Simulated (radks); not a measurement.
The nuclear charge of neutral promethium is varied continuously with 61 electrons held in [Xe] 4f5 6s2. Calculated with a radial shooting solver on a logarithmic mesh with Libxc functionals: Dirac Kohn-Sham, PBE, spin-unpolarised, spherical densities, finite nucleus; open shells fill j = l - 1/2 first; Fermi nuclear charge, rms radius 4.962 fm. By the Hellmann-Feynman theorem dE/dZ = E(electron-nucleus)/Z, the electronic potential at the nucleus (averaged over a nucleus of fixed radius).

| Z | E (hartree) | E(electron-nucleus)/Z (hartree) | HOMO | e(HOMO) (eV) | <r> HOMO (bohr) |
|---|---|---|---|---|---|
| 60.8 | -9946.3420 | -400.224 | 4f5/2 | -0.067 | 1.125 |
| 60.9 | -9986.4130 | -401.196 | 4f5/2 | -1.107 | 1.090 |
| 61 | -10026.5810 | -402.164 | 4f5/2 | -2.244 | 1.064 |
| 61.1 | -10066.8458 | -403.132 | 4f5/2 | -3.456 | 1.041 |
| 61.2 | -10107.2073 | -404.098 | 6s1/2 | -4.669 | 4.197 |
| 61.3 | -10147.6654 | -405.064 | 6s1/2 | -5.266 | 4.113 |
| 61.4 | -10188.2201 | -406.029 | 6s1/2 | -5.883 | 4.033 |
| 61.5 | -10228.8713 | -406.995 | 6s1/2 | -6.517 | 3.959 |
| 61.6 | -10269.6190 | -407.959 | 6s1/2 | -7.169 | 3.888 |
| 61.7 | -10310.4632 | -408.924 | 6s1/2 | -7.838 | 3.822 |
| 61.8 | -10351.4038 | -409.889 | 6s1/2 | -8.524 | 3.759 |
| 61.9 | -10392.4410 | -410.854 | 6s1/2 | -9.225 | 3.699 |
| 62 | -10433.5746 | -411.818 | 6s1/2 | -9.942 | 3.642 |

The central difference of E at Z = 61 is -402.164 hartree, to compare with the third column; the second derivative is -9.68 hartree.
